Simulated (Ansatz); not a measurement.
One geometry of GeBr₂, several levels of theory.

```yaml
crystal:
  periodic: [false, false, false]
  atoms:
    - {symbol: Ge, position_ang: [0.005491, -0.006984, -0.992811]}
    - {symbol: Br, position_ang: [1.803518, -0.019092, 0.506562]}
    - {symbol: Br, position_ang: [-1.809000, 0.026076, 0.486259]}
basis:
  gaussian: {orbitals: def2-TZVP, initial_orbitals: start.molden}
hamiltonian: {xc: {name: CAM-B3LYP}, dispersion: d4}
scf: {omitted_lower_state_checks: [starts]}
output: {forces: true, orbitals: {seedname: orbitals}}
```

The file start.molden holds the orbitals of an earlier run on this structure, at another level or in another basis.

```sh
$ ansatz run in.yaml --threads 4 --pin off --events-out ev --progress --plain --max-ram 3916MiB
```

Output, abridged:

```
Functional definition: CAM-B3LYP
981 factors; integrals over basis functions are off by at most 4.9e-4 eV
200 factors; integrals over basis functions are off by at most 6.0e-5 eV
mean field evaluation 1: about -196623.2744 eV, gradient 6.6e0 eV
mean field evaluation 2: about -196623.3322 eV, gradient 6.2e-2 eV
mean field evaluation 4: about -196623.3645 eV, gradient 2.2e-4 eV
mean field evaluation 8: about -196623.3645 eV, gradient 2.3e-5 eV
mean field -196623.36452668 eV, -7225.7753702524 hartree, gradient 2.3e-5 eV, S^2 0.000000; 0 other end points of the search recorded, 0 dependent functions left out
reference -196623.36463272 eV, -7225.7753741490 hartree; 51, 51 occupied and 93, 93 virtual orbitals, 981 factors
Total energy: -196623.46843801 eV, -7225.7791889232 hartree
Atom 0 at     0.005491    -0.006984    -0.992811 Å, force     0.000125    -0.000057    -0.007908 eV/Å
Atom 1 at     1.803518    -0.019092     0.506562 Å, force     0.013990    -0.000148     0.003999 eV/Å
Atom 2 at    -1.809000     0.026076     0.486259 Å, force    -0.014115     0.000204     0.003908 eV/Å
Dipole moment:     0.002278    -0.002913    -0.414126 e Å
Checks for a lower state left out: starts
```

Run time 11 s (4 threads of Intel Xeon on a shared host).

First input, but with `hamiltonian: {xc: pbe0, dispersion: d4}`, `output: {orbitals: {seedname: orbitals}}` (abridged; 6.5 s):

```
Functional definition: PBE0
mean field -196590.02173624 eV, -7224.5500453041 hartree, gradient 2.2e-5 eV, S^2 0.000000
Total energy: -196590.11901282 eV, -7224.5536201524 hartree
Checks for a lower state left out: starts
```

As the first input, with `gaussian: {orbitals: def2-SVP, initial_orbitals: start.molden}`, `hamiltonian: {xc: pbe0, dispersion: d4}`, `output: {orbitals: {seedname: orbitals}}` (abridged; 4 s):

```
Functional definition: PBE0
mean field -196565.87280046 eV, -7223.6625882827 hartree, gradient 7.8e-5 eV, S^2 0.000000
Total energy: -196565.97007504 eV, -7223.6661630579 hartree
Checks for a lower state left out: starts
```

First input, but with `gaussian: {orbitals: def2-TZVPD, initial_orbitals: start.molden}`, `hamiltonian: {xc: pbe, dispersion: d4}`, `output: {orbitals: {seedname: orbitals}}` (abridged; 4.9 s):

```
Functional definition: PBE
mean field -196583.94826246 eV, -7224.3268492594 hartree, gradient 1.6e-5 eV, S^2 0.000000
Total energy: -196584.06213985 eV, -7224.3310341765 hartree
Checks for a lower state left out: starts
```

First input, but with `hamiltonian: {xc: hse06, dispersion: d4}`, `output: {orbitals: {seedname: orbitals}}` (abridged; 5.5 s):

```
Functional definition: HSE06
mean field -196590.29703462 eV, -7224.5601623331 hartree, gradient 1.6e-5 eV, S^2 0.000000
Total energy: -196590.39104104 eV, -7224.5636170051 hartree
Checks for a lower state left out: starts
```

The first input with `hamiltonian: {xc: {name: B97M-V}}`, `output: {orbitals: {seedname: orbitals}}` (abridged; 7.5 s):

```
Functional definition: B97M-V
mean field -196577.43806392 eV, -7224.0876038760 hartree, gradient 2.0e-5 eV, S^2 0.000000
Total energy: -196577.43810633 eV, -7224.0876054343 hartree
Checks for a lower state left out: starts
```

First input, but with `hamiltonian: {xc: {name: revPBE}, dispersion: d4}`, `output: {orbitals: {seedname: orbitals}}` (abridged; 3.8 s):

```
Functional definition: revPBE
mean field -196597.03984286 eV, -7224.8079559653 hartree, gradient 1.3e-5 eV, S^2 0.000000
Total energy: -196597.27666033 eV, -7224.8166588467 hartree
Checks for a lower state left out: starts
```

Geometry: PBE0-D4/def2-TZVP.

HSE06 is defined as in plane-wave codes, on full-range PBE exchange.
